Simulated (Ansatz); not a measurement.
Breaking the Bi1–H2 bond in BiH3 (SMILES [BiH3]) (multiplicity 1 held, fragments rigid). Energies count from the point at 1.797 Å.
Geometry at that point (charge 0, multiplicity 1):
```xyz
4

Bi     0.001    -0.001     0.036
H     -1.470    -0.213    -0.974
H      0.920    -1.103    -1.045
H      0.497     1.411    -0.957
```

R- and RO- levels are restricted; in cc, def2 and unpolarised 6-31G sets they are followed outwards from rest. Unrestricted levels (U-) break spin symmetry where that is lower. Active spaces are followed from a long bond inwards. Curves can end on different states.

Correlated levels freeze the cores. Filled d and f shells under p-block atoms count as core.

Codes used: Ansatz (Gaussian basis) for Hartree–Fock, density functionals and correlated methods.  In def2 rows elements past Kr take small-core potentials, without spin–orbit coupling.

Energies in eV.

```tsv
R (Å)	U-HF/def2-TZVPP	R-PBE/def2-TZVPP	U-r2SCAN/def2-TZVPP	R-SCS-MP2/def2-TZVPP	SC-NEVPT2 on CASSCF(2,2)/def2-TZVPP	FIC-MRCISD+Q on CASSCF(2,2)/def2-TZVPP
1.437	1.26	1.33	1.27	1.31	1.37	1.34
1.617	0.21	0.26	0.23	0.24	0.27	0.26
1.797	0.00	0.00	0.00	0.00	0.00	0.00
1.976	0.21	0.13	0.17	0.18	0.14	0.15
2.156	0.62	0.45	0.52	0.56	0.46	0.49
2.425	1.20	1.05	1.16	1.24	1.03	1.08
2.695	1.50	1.64	1.77	1.92	1.56	1.63
3.144	1.69	2.47	2.30	2.85	2.16	2.25
3.593	1.75	3.05	2.54	3.46	2.44	2.55
4.132	1.77	3.49	2.66	3.80	2.55	2.67
4.851	1.77	3.81	2.71	3.72	2.59	2.71
5.749	1.77	3.97	2.72	3.08	2.59	2.71
```

Doubts at one or more of the structures used: a spin-contaminated determinant (U-HF/def2-TZVPP, U-r2SCAN/def2-TZVPP); a restricted determinant that unrestricted orbitals would lower (R-PBE/def2-TZVPP, R-SCS-MP2/def2-TZVPP).

Ansatz is a first-principles code.
